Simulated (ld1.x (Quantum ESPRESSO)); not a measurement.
**chlorine (Cl): excitation energies, all-electron against PAW**

ld1.x (Quantum ESPRESSO) 7.5 input, shortened:

```
&input
   title='Cl', zed=17., rel=1, dft='PW91', iswitch=3,
   config='[Ne] 3s2 3p5 3d-2'
 /
 &inputp
   pseudotype=3, lpaw=.true., tm=.true., lloc=-2, rcloc=1.50,
   nlcc=.true., new_core_ps=.true.,
   which_augfun='PSQ', rmatch_augfun_nc=.true.
 /
6
3S  1  0   2.00   0.00  1.35  1.60  0.0
3S  1  0   0.00  -0.30  1.35  1.60  0.0
3P  2  1   5.00   0.00  1.45  1.60  0.0
3P  2  1   0.00   0.50  1.45  1.60  0.0
3D  3  2  -2.00   0.50  1.00  1.25  0.0
3D  3  2  -2.00   2.25  1.00  1.25  0.0
 &test
   configts(1)='3s2 3p5'
 /
```

Energies are relative to the spin-unpolarised reference configuration 3s2 3p5; without spin polarisation the order of configurations can differ from experiment.

```csv
valence configuration,charge,ΔE all-electron (eV),error AE − PS (meV)
3s2 3p4,+1,13.932,-1.7
3s2 3p3,+2,39.444,-7.9
3s2 3p2,+3,77.830,-27
3s1 3p5,+1,26.635,-2.2
3s1 3p6,0,12.150,-0.4
3s2 3p4.5,+0.5,5.610,-0.6
```

Problem. What are ΔE and the potential's error for 3s2 3p1?

Solution. ΔE = 130.170 eV all-electron; the error (AE − PS) is -76 meV.

Levels in the configuration 3s2 3p1:

```csv
level,all-electron (eV),pseudo (eV)
3s,-73.875,-73.944
3p,-59.637,-59.706
```
